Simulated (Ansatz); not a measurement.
Harmonic frequencies (cm⁻¹) at PBE0-D4/def2-TZVP from Ansatz: 10, 184, 201, 280, 342, 376, 411, 421, 437, 489, 587, 614, 626, 675, 740, 795, 914, 937, 1912, 1924, 2203, 2215, 2227, 2244.

Each molecule was computed in one conformer, which needn't be the lowest.

(1) Which molecule is it?
A. `O=CCS`
B. `[AlH2][SiH2][SiH2]Cl`
C. `[Se]=C1CC1`
D. `[AlH2][SiH]([SiH3])Cl`

## Answers

(1) B.
